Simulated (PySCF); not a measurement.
Gas-phase reaction: 3 GaI + 2 NF3 ⇌ GaI3 + Ga2F6 + N2, at 1200 K and a standard pressure of 1 bar. Level: PBE0/def2-SVP†.

Energies from PySCF, thermal terms from the rigid-rotor harmonic-oscillator model, ideal gas at 1 bar. † marks an energy on the PBE0/def2-TZVP geometry and frequencies. All species are closed-shell singlets. I: scalar-relativistic def2 core potential, no spin-orbit coupling. Ga: all electrons, no relativistic terms. Ga2F6: computed as isolated molecules; such fragments, hydroxides, amides, oligomers or adducts are transient or little studied in the gas. The harmonic model lacks anharmonicity and excited electronic states, which grow with temperature; levels with a mode under 35 cm⁻¹ are left out. Soft modes under 120 cm⁻¹ make the harmonic entropy rough for GaI3, Ga2F6.

| species | E (Ha) | H(1200 K) − E (kJ/mol) | S°(1200 K) (J/mol/K) |
|---|---|---|---|
| GaI | -2222.12954 | 45.0 | 311.5 |
| NF3 | -353.46196 | 104.5 | 355.3 |
| GaI3 | -2817.66471 | 100.0 | 499.5 |
| Ga2F6 | -4447.02927 | 223.4 | 662.8 |
| N2 | -109.31492 | 51.4 | 233.7 |
E: electronic energy; H − E holds the zero-point and thermal terms. 1 Ha = 2625.5 kJ/mol.

Question: Work out ΔH°, ΔS°, ΔG° and log10 K from these numbers.

Answer: 1. ΔE = 1×(-2817.66471) + 1×(-4447.02927) + 1×(-109.31492) − 3×(-2222.12954) − 2×(-353.46196) = -0.69636 Ha = -1828.3 kJ.
2. Δ(H − E) = 1×(100.0) + 1×(223.4) + 1×(51.4) − 3×(45.0) − 2×(104.5) = 30.8 kJ, so ΔH° = -1797.5 kJ.
3. ΔS° = 1×(499.5) + 1×(662.8) + 1×(233.7) − 3×(311.5) − 2×(355.3) = -249.1 J/K; the number of gas molecules changes by -2.
4. ΔG° = ΔH° − TΔS° = -1797.5 − 1200×(-249.1)/1000 = -1498.6 kJ.
5. log10 K = −ΔG°/(RT ln 10) = 65.24, with RT ln 10 = 22.97 kJ/mol; at standard pressures the products are favoured.
6. A shift of 10 kJ in ΔE would move log10 K by 0.44 here.
For scale, ΔH°(298 K) is -1824 kJ at this level, -1866 kJ at ωB97M-V/def2-TZVP†, and runs from -2187 to -1658 kJ over the 16 levels computed.
